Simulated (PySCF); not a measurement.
C4H7FO2, SMILES [C@H]1([C@@H]([C@]1(C)F)O)O.

Coordinates come from a PBE0-D3(BJ)/def2-SVP optimisation. The structure was generated by enumeration; whether it is a known compound was not checked. One conformer was computed; it need not be the lowest.

Two levels are set side by side: PBE/def2-TZVP (PySCF) and CAM-B3LYP/def2-TZVP (PySCF). Same geometry, gas phase. Differences are taken from unrounded values.

```tsv
quantity	CAM-B3LYP
orbital gap (eV)	10.09
highest occupied level (eV)	-8.53
lowest empty level (eV)	1.56
dipole moment (D)	2.65
mean polarisability (bohr³)	53.6
```

Question: What does PBE give, and how far is it from CAM-B3LYP? (An estimate is asked for; the answer gives what the named calculation found.)

Answer: 
| quantity | PBE | PBE minus CAM-B3LYP |
|---|---|---|
| orbital gap (eV) | 5.25 | -4.84 |
| highest occupied level (eV) | -5.58 | 2.95 |
| lowest empty level (eV) | -0.32 | -1.89 |
| dipole moment (D) | 2.37 | -0.28 |
| mean polarisability (bohr³) | 56.6 | 2.9 |

Without exact exchange PBE keeps part of each electron's self-repulsion, which lifts occupied levels and narrows the gap. PBE's more diffuse valence density responds more strongly to a field. Differences between two approximate levels are no errors against the true value.

Rough cost on one machine, each run with all the roots and properties that it gave: CAM-B3LYP against PBE within a factor of 2.
